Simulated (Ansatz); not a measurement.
System: C$_{2}$H$_{7}$Al (charge 0, singlet). SMILES: [CH3][AlH][CH3]
Geometry from a B3LYP-D3(BJ)/def2-TZVP (Ansatz, an electronic-structure program) optimisation:
```
Al
H 1 1.5884
C 1 1.9583 2 119.26
H 3 1.0927 1 112.73 2 156.58
H 3 1.0929 4 108.32 1 125.04
H 3 1.0966 4 106.76 5 114.24
C 1 1.9583 2 119.93 3 -179.85
H 7 1.0919 1 113.15 2 18.26
H 7 1.0938 8 108.26 1 -124.59
H 7 1.0964 8 107.02 9 -114.15
```

Wanted: vertical triplet-singlet gap (E(triplet) - E(singlet); each state is the SCF solution reached for its spin; for the triplet the Hartree-Fock reference is unstable and T1 is 0.024), in kcal/mol. Cores are frozen in the correlated levels unless marked. Open shells are spin-unrestricted. No spin-orbit coupling. Non-relativistic. 

```json
[
 {"level": "HF/aug-cc-pV(Q+d)Z", "program": "Ansatz", "vertical triplet-singlet gap (kcal/mol)": "120.3"},
 {"level": "RI-HF/aug-cc-pV(T+d)Z", "program": "Ansatz", "vertical triplet-singlet gap (kcal/mol)": "120.5"},
 {"level": "SVWN5/def2-TZVPD", "program": "Ansatz", "vertical triplet-singlet gap (kcal/mol)": "109.4"},
 {"level": "PBE/def2-TZVPD", "program": "Ansatz", "vertical triplet-singlet gap (kcal/mol)": "108.9"},
 {"level": "r2SCAN/def2-TZVPD", "program": "Ansatz", "vertical triplet-singlet gap (kcal/mol)": "111.7"},
 {"level": "B3LYP/def2-TZVPD", "program": "Ansatz", "vertical triplet-singlet gap (kcal/mol)": "118.4"},
 {"level": "PBE0/def2-TZVPD", "program": "Ansatz", "vertical triplet-singlet gap (kcal/mol)": "116.9"},
 {"level": "BHLYP/def2-TZVPD", "program": "Ansatz", "vertical triplet-singlet gap (kcal/mol)": "125.7"},
 {"level": "CAM-B3LYP/def2-TZVPD", "program": "Ansatz", "vertical triplet-singlet gap (kcal/mol)": "124.5"},
 {"level": "wB97M-V/def2-TZVPD", "program": "Ansatz", "vertical triplet-singlet gap (kcal/mol)": "128.2"},
 {"level": "wB97X-V/def2-TZVPD", "program": "Ansatz", "vertical triplet-singlet gap (kcal/mol)": "129.4"},
 {"level": "B2PLYP/def2-TZVPD", "program": "Ansatz", "vertical triplet-singlet gap (kcal/mol)": "123.8"},
 {"level": "RI-MP2/aug-cc-pV(T+d)Z", "program": "Ansatz", "vertical triplet-singlet gap (kcal/mol)": "133.7"},
 {"level": "RI-MP2/aug-cc-pV(Q+d)Z", "program": "Ansatz", "vertical triplet-singlet gap (kcal/mol)": "134.5"},
 {"level": "CCSD/aug-cc-pV(D+d)Z", "program": "Ansatz", "vertical triplet-singlet gap (kcal/mol)": "126.3"},
 {"level": "CCSD/aug-cc-pV(T+d)Z", "program": "Ansatz", "vertical triplet-singlet gap (kcal/mol)": "127.8"},
 {"level": "CCSD(T)/aug-cc-pV(D+d)Z", "program": "Ansatz", "vertical triplet-singlet gap (kcal/mol)": "124.6"},
 {"level": "CCSD(T)/aug-cc-pV(T+d)Z", "program": "Ansatz", "vertical triplet-singlet gap (kcal/mol)": "125.8"}
]
```
